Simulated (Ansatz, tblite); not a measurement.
Forces on the cluster W3Se5 at its PBE-D4/def2-SVP geometry. Total charge 0; singlet.

In the def2 sets W takes a core potential; there is no spin–orbit coupling. The xTB rows come from tblite. No other spin state of charge 0 was run. Another isomer (singlet) lies 0.06 eV lower at PBE0-D4/def2-TZVP; other spin states weren't run for this one.

GFN1-xTB (tblite), largest force 15.15 eV/Å:

```xyz
8
positions Å, forces eV/Å
W     0.904   -0.831    0.652    4.495   -4.004    3.426
W    -1.446   -0.016    0.188  -13.285   -3.922    5.981
W     0.333    0.920   -1.079    8.664    7.703   -9.749
Se   -1.566   -0.121   -2.286    0.228    0.201    0.471
Se    1.560    0.403    2.468    0.087   -0.165    0.003
Se    2.359   -0.522   -1.369   -0.795    0.275    0.498
Se   -1.069   -2.322    1.083    0.330    0.870   -0.313
Se   -1.074    2.489    0.343    0.277   -0.956   -0.317
```

GFN2-xTB (tblite), largest force 6.86 eV/Å:

```
W 1.851 -1.817 1.282
W -6.230 -0.970 2.628
W 3.411 4.142 -4.277
Se -0.746 -0.087 -1.100
Se 0.634 -0.259 0.704
Se 0.739 -0.607 0.349
Se 0.548 -0.695 0.483
Se -0.208 0.293 -0.068
```

PBE-D4/def2-TZVP (Ansatz), largest force 0.24 eV/Å:

```
W -0.104 0.178 -0.017
W 0.229 -0.003 -0.071
W -0.085 -0.166 0.151
Se 0.073 0.058 0.147
Se -0.045 -0.082 -0.122
Se -0.177 0.038 0.090
Se 0.069 0.168 -0.088
Se 0.040 -0.192 -0.090
```
